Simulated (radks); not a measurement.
Task: Valence configurations of Gd I (all share [Xe]). Method: non-relativistic Kohn-Sham, TPSS, spin-unpolarised, spherical densities, point nucleus; meta-GGA in the generalised Kohn-Sham scheme; relativity is left out, which matters for an element this heavy; computed with a radial shooting solver on a logarithmic mesh with Libxc functionals. Order these by energy: 4f7 5d1 6s2; 4f7 6s2 6p1; 4f8 5d1 6s1; 4f6.5 5d1 6s2 6p0.5; 4f6 5d1 6s2 6p1; 4f6 5d1.5 6s1.5 6p1; 4f8 6s1 6p1; 4f7 5d1.5 6s1.5; 4f7 5d0.5 6s2 6p0.5; 4f6 6s2 6p2.

Result: From the lowest, in eV above it: 4f8 5d1 6s1 0.000; 4f8 6s1 6p1 0.546; 4f7 5d1 6s2 5.369; 4f7 5d1.5 6s1.5 5.699; 4f7 5d0.5 6s2 6p0.5 6.460; 4f7 6s2 6p1 7.912; 4f6.5 5d1 6s2 6p0.5 12.312; 4f6 5d1.5 6s1.5 6p1 21.054; 4f6 5d1 6s2 6p1 21.765; 4f6 6s2 6p2 27.224. NIST lists [Xe] 4f7 5d1 6s2 as the ground configuration; this level of theory puts 4f8 5d1 6s1 lower, by 5.369 eV. The energies are those of spherical spin-averaged densities, not of single terms. Relativity is left out, which favours d and f over s occupation in heavy atoms.
